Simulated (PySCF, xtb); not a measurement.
Zn(iPr)(OH) (C3H8OZn), SMILES C[CH](C)[Zn][OH].

GFN2-xTB run with xtb 6.7.1 at its own geometry gives an orbital gap of 3.66 eV and a dipole moment of 2.00 D.

The structure is a stationary point at B3LYP-D3(BJ)/def2-SVP. The structure was generated by enumeration; whether it is a known compound was not checked. Other conformers were not sampled.

Question: What does PySCF with r2SCAN/def2-TZVP give? (The exact figures need the calculation; the answer reports its results.)

Answer: gap 5.51 eV (levels -6.32 and -0.81 eV), dipole 1.97 D.
